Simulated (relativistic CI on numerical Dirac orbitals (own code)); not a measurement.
## V3+ in a cubic cluster: 3s photoemission with charge transfer

Computed with a charge-transfer multiplet model of a cubic metal-ligand cluster with up to 2 ligand holes, Slater and spin-orbit integrals from Dirac-Coulomb-Breit ions, Slater integrals scaled by 0.8. The parameters are those of a tetrahedral site (10Dq negative, t2 hopping the larger). The ground state mixes d2 with configurations of k ligand holes L, whose averages lie at kΔ + k(k − 1)U_dd/2; a core hole lowers each added d electron by U_cd. 20 K, Lorentzian 1.4 eV and Gaussian 0.8 eV FWHM.

Atomic integrals in eV (Slater integrals scaled, ζ unscaled), ground: F2dd 8.057, F4dd 5.049, zeta_d 0.024; with the core hole: F2dd 8.913, F4dd 5.621, zeta_d 0.030, G2cd 8.943.

Cluster parameters (eV): Δ = 1.5, U_dd = 4.7, 10Dq = -0.5, 10Dq(ligand) = 0, V(eg) = 0.93, V(t2g) = -1.57, final-state hopping factor = 1.

```
         Case   n_d    d2   d3L  d4L2     S
U_cd = 4.6 eV  2.70  0.40  0.51  0.10  1.00
U_cd = 5.8 eV  2.70  0.40  0.51  0.10  1.00
  U_cd = 7 eV  2.70  0.40  0.51  0.10  1.00
```

Weights, n_d and S are thermal averages at 20 K. Binding energies count from the first peak over 30 % of the highest in each spectrum, which can be another peak from case to case. The parameters are a model scan and need not match a compound or its usual spin state. Peaks in eV (height, largest 100):
- U_cd = 4.6 eV: 0.0 (100), 4.5 (43), 7.1 (46), 14.7 (8)
- U_cd = 5.8 eV: 0.0 (100), 4.4 (46), 7.2 (52), 15.3 (14)
- U_cd = 7 eV: 0.0 (100), 4.1 (51), 7.2 (56), 11.7 (17), 15.7 (21)

For the case U_cd = 5.8 eV, Δ = 1.5 eV is smaller than U_dd = 4.7 eV, the charge-transfer side of the Zaanen-Sawatzky-Allen scheme. With the core hole the configuration with one ligand hole lies at Δ − U_cd = -3.1, -4.3, -5.5 eV from the one without, in the order of the table; where this is negative the screened configuration lies lower, though the effective hopping of about 3.9 eV (from the holes of the mixed ground state) mixes the two strongly wherever it is as large as the gap.

With at most 2 ligand holes the space is cut while the next configuration still counts, so covalency is underestimated, and a final configuration with one more ligand hole, which can lie low, is missing from the spectra.

Without intra-shell correlation the exchange splitting of the 3s hole comes out too large.
